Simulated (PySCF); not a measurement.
O₂Ti, charge -1, doublet, at a GFN2-xTB geometry (such geometries of metal compounds can be far from the true shape) (the multiplicity is a formal guess); HF/def2-SV(P) (PySCF).

PySCF was given this input:
```python
from pyscf import gto, scf

mol = gto.M(
    atom='''
Ti    0.176710    0.033818    0.212527
O     0.894890    0.153120   -1.270093
O    -1.380843   -0.246119    0.685644
''',
    basis='def2-sv(p)',
    charge=-1,
    spin=1,
    verbose=4,
)

mf = scf.UHF(mol)
mf.kernel()
```

The log (banner, timings and long lists left out):

```
PySCF version 2.14.0

[INPUT] verbose = 4
[INPUT] num. atoms = 3
[INPUT] num. electrons = 39
[INPUT] charge = -1
[INPUT] spin (= nelec alpha-beta = 2S) = 1
[INPUT] symmetry False subgroup None
[INPUT] Mole.unit = angstrom
[INPUT] Symbol           X                Y                Z      unit          X                Y                Z       unit  Magmom
[INPUT]  1 Ti     0.176710000000   0.033818000000   0.212527000000 AA    0.333933503472   0.063906758081   0.401617824075 Bohr   0.0
[INPUT]  2 O      0.894890000000   0.153120000000  -1.270093000000 AA    1.691097011612   0.289354864193  -2.400127922727 Bohr   0.0
[INPUT]  3 O     -1.380843000000  -0.246119000000   0.685644000000 AA   -2.609415091023  -0.465097504052   1.295679378951 Bohr   0.0

nuclear repulsion = 123.961722091134
number of shells = 22
number of NR pGTOs = 114
number of NR cGTOs = 52
basis = def2-sv(p)
ecp = {}

******** <class 'pyscf.scf.uhf.UHF'> ********
method = UHF
initial guess = minao
damping factor = 0
level_shift factor = 0
DIIS = <class 'pyscf.scf.diis.CDIIS'>
diis_start_cycle = 1
diis_space = 8
diis_damp = 0
SCF conv_tol = 1e-09
SCF conv_tol_grad = None
SCF max_cycles = 50
direct_scf = True
direct_scf_tol = 1e-13
number electrons alpha = 20  beta = 19
Set gradient conv threshold to 3.16228e-05
init E= -997.230535698725

cycle= 1 E= -997.322108407343  delta_E= -0.0916  |g|= 1.05  |ddm|= 1.73
cycle= 2 E= -995.637914615164  delta_E= 1.68  |g|= 2.51  |ddm|= 1.97
cycle= 3 E= -997.858145569913  delta_E= -2.22  |g|= 0.169  |ddm|=  1.3
cycle= 4 E= -997.870274589591  delta_E= -0.0121  |g|= 0.0451  |ddm|= 0.196
cycle= 5 E= -997.872276936239  delta_E= -0.002  |g|= 0.0142  |ddm|= 0.0816
cycle= 6 E= -997.87294335247  delta_E= -0.000666  |g|= 0.00822  |ddm|= 0.0579
cycle= 7 E= -997.873302400945  delta_E= -0.000359  |g|= 0.00594  |ddm|= 0.0439
cycle= 8 E= -997.873609645983  delta_E= -0.000307  |g|= 0.00384  |ddm|= 0.0507
cycle= 9 E= -997.873762682384  delta_E= -0.000153  |g|= 0.00193  |ddm|= 0.0413
cycle= 10 E= -997.873797842266  delta_E= -3.52e-05  |g|= 0.000812  |ddm|= 0.0237
cycle= 11 E= -997.873801743421  delta_E= -3.9e-06  |g|= 0.00034  |ddm|= 0.0086
cycle= 12 E= -997.873802121431  delta_E= -3.78e-07  |g|= 0.000206  |ddm|= 0.00161
cycle= 13 E= -997.87380221391  delta_E= -9.25e-08  |g|= 0.000142  |ddm|= 0.000485
cycle= 14 E= -997.873802287123  delta_E= -7.32e-08  |g|= 0.000117  |ddm|= 0.000449
cycle= 15 E= -997.873802327313  delta_E= -4.02e-08  |g|= 9.35e-05  |ddm|= 0.000327
cycle= 16 E= -997.873802407346  delta_E= -8e-08  |g|= 5.79e-05  |ddm|= 0.000772
cycle= 17 E= -997.873802440404  delta_E= -3.31e-08  |g|= 3.45e-05  |ddm|= 0.00061
cycle= 18 E= -997.873802450594  delta_E= -1.02e-08  |g|= 1.77e-05  |ddm|= 0.000367
cycle= 19 E= -997.87380245251  delta_E= -1.92e-09  |g|= 8.88e-06  |ddm|= 0.000162
cycle= 20 E= -997.873802452959  delta_E= -4.49e-10  |g|= 5.22e-06  |ddm|= 7.68e-05
Extra cycle  E= -997.873802453025  delta_E= -6.64e-11  |g|= 4.22e-06  |ddm|= 1.19e-05
converged SCF energy = -997.873802453025  <S^2> = 0.77556871  2S+1 = 2.0254073
```
